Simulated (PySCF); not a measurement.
How methods differ on the excitation energy of Tc⁺

Tc⁺ [Kr] 4d5 5s1 (7S) → Tc⁺ [Kr] 4d4 5s1 5p1 (high-spin determinant), as a difference of total energies. Computed with PySCF 2.14 in aug-cc-pVTZ-PP with ECP28MDF (6s6p5d3f2g, 88 functions), with a scalar-relativistic core potential. Correlated levels: valence: 4s2 4p6 frozen. The calculations carry no spin-orbit coupling.

```json
{"method": "UHF", "excitation energy (eV)": "8.112"}
{"method": "LDA", "excitation energy (eV)": "8.796"}
{"method": "PBE", "excitation energy (eV)": "8.755"}
{"method": "PBE0", "excitation energy (eV)": "8.733"}
{"method": "r2SCAN", "excitation energy (eV)": "8.803"}
{"method": "HSE06", "excitation energy (eV)": "8.720"}
{"method": "M06-2X", "excitation energy (eV)": "8.523"}
{"method": "TPSS", "excitation energy (eV)": "8.638"}
{"method": "CAM-B3LYP", "excitation energy (eV)": "8.504"}
{"method": "MP2 (valence)", "excitation energy (eV)": "8.638"}
{"method": "SCS-MP2 (valence)", "excitation energy (eV)": "8.287"}
```

Task: How much does correlation contribute at MP2 (valence)?

Result: 8.638 − (8.112) = 0.526 eV, measured against UHF.

The determinant of the upper state mixes LS terms, which raises its energy above the lowest term, most at the Hartree-Fock and MP2 levels.
